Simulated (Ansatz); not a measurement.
```yaml
crystal:
  periodic: [false, false, false]
  atoms:
    - {symbol: C, position_ang: [1.269036, 2.720531, 0.504267]}
    - {symbol: N, position_ang: [1.090342, 1.316388, 0.496007]}
    - {symbol: W, position_ang: [0.540123, -0.318919, 0.171864]}
    - {symbol: N, position_ang: [2.115173, -1.351564, -0.382730]}
    - {symbol: N, position_ang: [-0.611508, -0.404991, -1.151986]}
    - {symbol: C, position_ang: [-1.437913, 0.001881, -2.229986]}
    - {symbol: O, position_ang: [-0.283359, -1.012602, 1.737565]}
    - {symbol: C, position_ang: [-1.461851, -1.722134, 1.990248]}
    - {symbol: H, position_ang: [0.996961, 3.145836, 1.477448]}
    - {symbol: H, position_ang: [2.318341, 2.975638, 0.314741]}
    - {symbol: H, position_ang: [0.662487, 3.215153, -0.263259]}
    - {symbol: H, position_ang: [2.091241, -2.058220, -1.100364]}
    - {symbol: H, position_ang: [3.062119, -1.076405, -0.176733]}
    - {symbol: H, position_ang: [-1.405158, 1.085964, -2.385988]}
    - {symbol: H, position_ang: [-1.122738, -0.482916, -3.161105]}
    - {symbol: H, position_ang: [-2.480390, -0.282721, -2.048570]}
    - {symbol: H, position_ang: [-1.219899, -2.684040, 2.454390]}
    - {symbol: H, position_ang: [-2.028616, -1.910674, 1.071730]}
    - {symbol: H, position_ang: [-2.094392, -1.156215, 2.682479]}
basis:
  gaussian: {orbitals: def2-SVPD, final_grid: {core_spheres: 5, valence_spheres: 4, degree: 11}, nuclear_model: gaussian}
total_charge: -1
magnetization: {spin_polarized: true, initial_magnetization: 2}
hamiltonian: {xc: {name: PBE-QIDH}, pseudopotentials: {relativity: scalar}}
```

```sh
$ ansatz run in.yaml --threads 4 --pin off --events-out ev --progress --plain --max-ram 66560MiB --backend cpu
```

Shortened log:

```
Error: a molecule whose nuclei and cores have a total charge of 72 cannot have a net charge of -1 together with 2 unpaired electrons
```

(1) What is wrong with this run?

Answers

(1) The number of unpaired electrons doesn't fit the electron count. The input was rejected before any iteration.
